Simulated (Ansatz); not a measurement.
Basis-set extrapolation for `S[Si]1(S)[O][AlH]1` (PBE0-D4/def2-TZVP geometry, frozen core, Ansatz). Multiplicity 1, RHF reference.

```csv
,def2-TZVPP,def2-QZVPP
HF,-1402.698331,-1402.740615
MP2 correlation,-0.777654,-0.843618
CCSD(T) correlation,-0.862238,not run
```

Energies in hartree. Use E(X) = E(∞) + A·exp(−7.88·√X) for Hartree–Fock and E(X) = E(∞) + B·X^(−2.97) for correlation, with X = 3 and 4, and add CCSD(T) minus MP2 of the smaller set to the MP2 limit.

**Question.** What is the CCSD(T) energy at the basis-set limit?

**Answer.** HF limit: -1402.740615 + (-0.042284) × 0.13774 = -1402.74644. MP2 limit: -0.843618 + (-0.065964) × 0.74074 = -0.89248. Higher-order term: -0.862238 − (-0.777654) = -0.08458. Total: -1403.72350 hartree, 4.43 eV below CCSD(T)/def2-TZVPP.
